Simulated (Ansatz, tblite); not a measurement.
Forces on NiF2 at its PBE-D4/def2-TZVP geometry. Total charge 0; triplet.

The xTB rows come from tblite.

GFN2-xTB (tblite), largest force 0.55 eV/Å:

```xyz
3
positions Å, forces eV/Å
Ni    0.000    0.000    0.000    0.000    0.000    0.000
F     1.298   -0.560    0.964   -0.419    0.180   -0.311
F    -1.298    0.560   -0.964    0.418   -0.181    0.311
```

PBE-D4/def2-TZVP (Ansatz), largest force 0.00 eV/Å:

```
Ni 0.000 0.000 0.000
F 0.001 0.000 0.001
F -0.001 0.000 0.000
```

PBE0-D4/def2-TZVP (Ansatz), largest force 0.06 eV/Å:

```
Ni 0.000 0.000 0.000
F -0.047 0.020 -0.035
F 0.047 -0.020 0.035
```
